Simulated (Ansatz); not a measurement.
Species: B$_{2}$, charge 0, multiplicity 3. SMILES: B#B
Geometry: optimised at B3LYP-D3(BJ)/def2-TZVP (Ansatz, an electronic-structure program).

Wanted: vertical ionisation energy (to the doublet state of charge +1; each state is the SCF solution reached for its spin; the UHF <S^2> is 1.69 for the doublet (pure: 0.75) and 2.91 for the triplet (pure: 2.00); for the doublet T1 is 0.067; for the triplet T1 is 0.070), in eV. Valence correlation only, unless marked. UHF or UKS for open shells. Spin-orbit coupling is left out. Non-relativistic. CBS marks a two-point X^-3 extrapolation of the correlation energy; Hartree-Fock from the larger set. The program attaches cautions to a run behind CCSD(T)/CBS(aug-cc-pVTZ,aug-cc-pVQZ): large difference.

CCSD(T)/CBS(aug-cc-pVTZ,aug-cc-pVQZ) (Ansatz) gives 9.66 eV.

Task: Another calculation gave 9.64 eV. Which level was it?
A. wB97X-V/def2-TZVPD (Ansatz)
B. B3LYP/def2-TZVPD (Ansatz)
C. r2SCAN/def2-TZVPD (Ansatz)
D. SVWN5/def2-TZVPD (Ansatz)

Result: B, B3LYP/def2-TZVPD (Ansatz). The others give 9.82 (r2SCAN), 10.03 (SVWN5), 9.49 (wB97X-V) eV.
